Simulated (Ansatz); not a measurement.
VS₂. The state is a doublet with charge 0. Geometry PBE0-D4/def2-TZVP; atoms count from 1.

```xyz
3

V     0.602    0.404    0.158
S    -1.219    0.757    0.968
S     0.616   -1.161   -1.125
```

The charge 0 doublet is spin-contaminated (final ⟨S²⟩ up to 0.91, 0.75 for a pure state). The structure comes from a short search, and lower isomers may exist.

**Question.** Estimate the Mulliken populations from the PBE0/def2-TZVP orbitals of Ansatz.

**Answer.** 
```json
{"atom": "V1", "charge (e)": "0.80", "spin (α − β)": "1.75", "d electrons": "3.63"}
{"atom": "S2", "charge (e)": "-0.40", "spin (α − β)": "-0.37", "d electrons": "–"}
{"atom": "S3", "charge (e)": "-0.40", "spin (α − β)": "-0.37", "d electrons": "–"}
```
Mulliken values depend strongly on the basis.

**Question.** Where does the spin sit?

**Answer.** Summed by element: V 1.75, S -0.75, of 1 unpaired in all. Largest on single atoms: V1 1.75, S2 -0.37, S3 -0.37.

**Question.** And the Mayer bond orders between heavy atoms (over 0.3)?

**Answer.** V1–S2 2.15 (2.02 Å); V1–S3 2.15 (2.02 Å).
